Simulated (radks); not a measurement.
Valence configurations of neutral cobalt (all share [Ar]). All-electron calculation, non-relativistic Kohn-Sham, PBEsol, spin-unpolarised, spherical densities, point nucleus. Program: a radial shooting solver on a logarithmic mesh with Libxc functionals. Energies are relative to 3d7 4s2; eigenvalues in eV.

valence,E (eV),e(3d),e(4p),e(4s)
3d7 4s2,0.000,-8.536,-,-5.384
3d6.5 4s2 4p0.5,4.299,-11.986,-2.000,-6.567
3d8 4s1,-1.553,-4.392,-,-4.240
3d6 4s2 4p1,10.026,-15.603,-2.646,-7.656
3d7 4p2,8.702,-11.793,-2.784,-
3d6.5 4s1 4p1.5,8.980,-13.576,-2.714,-7.502
3d7 4s1 4p1,4.235,-10.285,-2.123,-6.482
3d5 4s2 4p2,26.192,-23.340,-3.839,-9.678
3d7 4s1.5 4p0.5,2.085,-9.451,-1.733,-5.971
3d7.5 4s1.5,-1.152,-6.289,-,-4.786

NIST lists [Ar] 3d7 4s2 as the ground configuration; this level of theory puts 3d8 4s1 lower, by 1.553 eV. The energies are those of spherical spin-averaged densities, not of single terms.
